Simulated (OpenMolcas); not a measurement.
Ag2+ (d9) among equal point charges was computed by CASSCF with the d shell active (OpenMolcas, ANO-RCC-VDZP on the metal). Its lowest spin-free states, and all those of the highest spin:

| 2S+1 | Degeneracy | E (cm-1) |
| --- | --- | --- |
| 2 | 1 | 0.0 |
| 2 | 2 | 12054 |
| 2 | 2 | 14031 |

Q: Is the site octahedral, tetrahedral or cube-like, axial, or of lower symmetry?

A: The states with 2S+1 = 2 have orbital degeneracies 1, 2, 2. There are pairs but no triples, so the site is axial: not cubic, but with a proper or improper axis of order three or more. The run had Ag2+ among 5 point charges of -2 e arranged as a trigonal bipyramid (D3h), 1.94 Å from the ion, with the axial distance 1.824 Å. The active orbitals were held to one l.

Point charges carry no covalency, so the field is a model and not that of real ligands. No measured value stands beside these numbers.
